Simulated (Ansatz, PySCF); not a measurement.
Gas-phase reaction (SMILES): CO[Si](N)(OC)OC + [H][H] (H2) -> CO[SiH](OC)OC [trimethoxysilane] + N (NH3); hydrogen cleaves one Si-N bond, a model of a ligand-exchange step.

Each molecule is optimised on its own at B3LYP-D3(BJ)/def2-TZVP (Ansatz, a first-principles code), one conformer each, not searched for the lowest. Valence correlation only, unless marked. No spin-orbit coupling. Non-relativistic. CBS(X,Y): correlation extrapolated as X^-3; Hartree-Fock from the larger set. [CCSD(T)-MP2]/basis is that difference in the basis named. Thermal terms are rigid-rotor harmonic-oscillator values from B3LYP-D3(BJ) frequencies (Ansatz or PySCF) at 298.15 K and 1 atm. 1 Eh = 627.5095 kcal/mol.

```tsv
species	E, RI-MP2/CBS(cc-pV(T+d)Z,cc-pV(Q+d)Z)+[CCSD(T)-MP2]/cc-pV(T+d)Z (Ansatz) (Eh)	E, PBE0-D4/def2-TZVPD (Ansatz + dftd4) (Eh)	H - E (Eh)
CO[Si](N)(OC)OC	-690.23005	-690.63050	0.16809
[H][H] (H2)	-1.17529	-1.16831	0.01336
CO[SiH](OC)OC	-634.87796	-635.26458	0.14858
N (NH3)	-56.50668	-56.51535	0.03799
```

Q: Work out ΔE and ΔH at 298.15 K at the first level, then ΔH at the second.

A: 
1. ΔE = [(-634.87796) + (-56.50668)] - [(-690.23005) + (-1.17529)] = 0.02070 Eh = 13.0 kcal/mol at RI-MP2/CBS(cc-pV(T+d)Z,cc-pV(Q+d)Z)+[CCSD(T)-MP2]/cc-pV(T+d)Z.
2. The terms H - E add up to 0.00512 Eh, so ΔH = (0.02070 + (0.00512))×627.5095 = 16.2 kcal/mol.
3. At PBE0-D4/def2-TZVPD the same steps give ΔE = 11.8 and ΔH = 15.1 kcal/mol, a shift of -1.1 from the first level.
4. These values are not checked against measurement here, since the tables used lack a sound gas-phase enthalpy of formation for at least one species.
